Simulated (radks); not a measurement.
Q: Valence configurations of neutral rhenium (all share [Xe]). All-electron calculation, Dirac Kohn-Sham, BLYP, spin-unpolarised, spherical densities, point nucleus; open shells fill j = l - 1/2 first. Program: a radial shooting solver on a logarithmic mesh with Libxc functionals. Order these by energy: 4f12 5d6 6s2 6p1; 4f13.5 5d5 6s1.5 6p1; 4f12 5d7 6s2; 4f13 5d5 6s2 6p1; 4f14 5d5 6p2; 4f13.5 5d5 6s2 6p0.5; 4f14 5d5 6s2; 4f14 5d4 6s2 6p1; 4f14 5d6 6s1; 4f14 5d3 6s2 6p2.

A: From the lowest, in eV above it: 4f14 5d5 6s2 0.000; 4f14 5d6 6s1 1.447; 4f14 5d4 6s2 6p1 3.903; 4f14 5d5 6p2 8.788; 4f14 5d3 6s2 6p2 10.666; 4f13.5 5d5 6s2 6p0.5 20.901; 4f13.5 5d5 6s1.5 6p1 23.190; 4f13 5d5 6s2 6p1 44.951; 4f12 5d7 6s2 88.607; 4f12 5d6 6s2 6p1 94.754. NIST lists [Xe] 4f14 5d5 6s2 as the ground configuration; this level of theory agrees among the configurations tried. The energies are those of spherical spin-averaged densities, not of single terms.
